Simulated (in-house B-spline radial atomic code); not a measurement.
The numbers below are computed, except where a source is named.
**Ghost states of the separable form: Rh**

Rh, [Kr] 4d8 5s1, non-relativistic LDA (VWN5), spherical and spin-unpolarised, from an all-electron radial atomic-structure program (B-spline basis) (atomic units; all potentials screened as in the neutral atom).

Troullier-Martins channels: 5s (ε = -0.1546, r_c = 2.636 bohr), 4d (ε = -0.2394, r_c = 1.091 bohr). In the Kleinman-Bylander form one channel serves as the local potential, and each other channel l becomes |δV u><u δV|/<u|δV|u>, with δV = V_l − V_local and u the pseudo-orbital. Its strength is E_KB = <u|δV²|u>/<u|δV|u>. By the analysis of Gonze, Stumpf and Scheffler a spurious state lies below the reference level ε if E_KB > 0 and ε is above the second level of the local potential alone, or if E_KB < 0 and ε is above its first. The table's levels are those of angular momentum l in a sphere of 9 bohr, whose wall can lift a shallow ε a little above its free-atom value.

```json
{"local": "s", "channel": "d", "<u δV u>": "-3.3351", "<u δV² u>": "22.083", "ε": "-0.2394", "first local level": "0.0966", "second local level": "0.3406"}
{"local": "d", "channel": "s", "<u δV u>": "0.17938", "<u δV² u>": "0.66098", "ε": "-0.1535", "first local level": "-7.4573", "second local level": "-1.1921"}
```

Apply the rule to each row.

Local s, channel d: E_KB = -6.62, so ε = -0.2394 is set against 0.0966: no ghost. Local d, channel s: E_KB = +3.68, so ε = -0.1535 is set against -1.1921: a ghost.

Diagonalising the separable Hamiltonian gives:

| local | channel | three lowest levels | all-electron, two lowest valence levels |
| --- | --- | --- | --- |
| s | d | -0.2394, 0.1224, 0.4162 | -0.2394, 0.1207 |
| d | s | -5.8310, -0.1535, 0.1145 | -0.1535, 0.1155 |

Which choices of local channel are safe?

Free of ghosts: s. With d local the s channel has a ghost 5.68 hartree below ε, since the local potential binds more than one state below ε, and a repulsive term of rank one raises each level at most to the next, so it clears only one of them. Among the safe choices the second level, which tests transfer, is off by at most 1.7 millihartree (s local).
